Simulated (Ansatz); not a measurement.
H3NSi (SMILES N[SiH]) moved off its minimum; all values from Ansatz (a first-principles code), cores frozen in correlated methods.
(charge 0, multiplicity 1)
```xyz
5

Si    -0.1587     0.4757     0.3758
H     -0.6068     1.4775    -0.4870
N      0.4372    -0.7128    -0.6482
H      0.4194    -0.4695    -1.5976
H      0.8254    -1.6544    -0.3767
```

Question: Give the forces (eV/Å), the total energy and the dipole at CCSD(T)/aug-cc-pV(T+d)Z.

Answer: 
```json
[
 {"atom": "Si1", "Fx": "0.340", "Fy": "-1.244", "Fz": "3.793"},
 {"atom": "H2", "Fx": "-0.528", "Fy": "1.435", "Fz": "-2.178"},
 {"atom": "N3", "Fx": "0.558", "Fy": "-1.493", "Fz": "0.740"},
 {"atom": "H4", "Fx": "0.301", "Fy": "-0.503", "Fz": "-1.713"},
 {"atom": "H5", "Fx": "-0.671", "Fy": "1.805", "Fz": "-0.642"}
]
```
Energy -345.5054 hartree, dipole 2.39 D.

Doubts at one or more of the structures used: a restricted determinant that unrestricted orbitals would lower (CCSD(T)/aug-cc-pV(T+d)Z).
